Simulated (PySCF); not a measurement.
A structure optimised at PBE-D3(BJ)/def2-SVP, used in a PySCF frequency run:

```
Ge
H 1 1.5525
H 1 1.5525 2 109.83
Cl 1 2.1946 2 106.63 3 -115.16
Ge 1 2.4361 2 113.50 3 128.25
H 5 1.5483 1 109.14 2 176.67
H 5 1.5483 6 109.54 1 119.44
H 5 1.5521 6 109.35 7 119.82
```
Charge 0, spin multiplicity 1.

Write its SMILES, formula and point group.

[Cl][GeH2][GeH3], ClGe₂H₅, Cs

What are its rotational constants (standard atomic weights)?

5.6074, 1.3163, 1.0960 GHz
